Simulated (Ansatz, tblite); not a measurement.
Forces on the cluster B₅N₆⁻ at its B3LYP-D4/def2-SVPD geometry. The state is a singlet with charge -1.

The xTB rows come from tblite. The structure comes from a short search, and lower isomers may exist.

GFN1-xTB (tblite), largest force 0.80 eV/Å:

```xyz
11
positions Å, forces eV/Å
B     1.359   -0.573    1.007   -0.338   -0.592    0.366
B    -1.089   -1.538    0.873   -0.250   -0.608    0.414
B     1.725    1.248   -0.384    0.032   -0.081    0.080
B    -0.151    1.684   -1.475   -0.242   -0.021   -0.077
B    -1.693    0.160   -0.788    0.074   -0.320    0.298
N     0.439   -1.395    1.343    0.363    0.612   -0.374
N    -1.391    1.226   -1.568    0.073    0.189   -0.131
N     2.188    0.403    0.505    0.022    0.044   -0.028
N    -1.912   -0.861   -0.014   -0.009    0.309   -0.264
N    -0.596   -2.400    1.788    0.143    0.316   -0.210
N     1.120    2.046   -1.288    0.134    0.150   -0.074
```

GFN2-xTB (tblite), largest force 1.47 eV/Å:

```
B 0.152 -0.152 0.186
B -0.265 -0.482 0.302
B 0.177 0.217 -0.115
B -0.290 0.184 -0.268
B -0.136 -0.133 0.059
N -0.596 -0.279 0.003
N 0.402 -0.071 0.215
N -0.480 -0.240 0.017
N 0.366 0.174 -0.004
N 0.727 1.105 -0.647
N -0.056 -0.324 0.251
```

PBE-D4/def2-TZVPD (Ansatz), largest force 0.67 eV/Å:

```
B 0.137 0.128 -0.055
B -0.085 0.404 -0.373
B -0.190 -0.069 -0.015
B 0.085 -0.151 0.159
B 0.177 0.097 -0.012
N -0.446 -0.393 0.158
N -0.394 0.179 -0.302
N 0.411 -0.017 0.173
N -0.250 -0.246 0.111
N 0.318 -0.388 0.449
N 0.237 0.456 -0.291
```
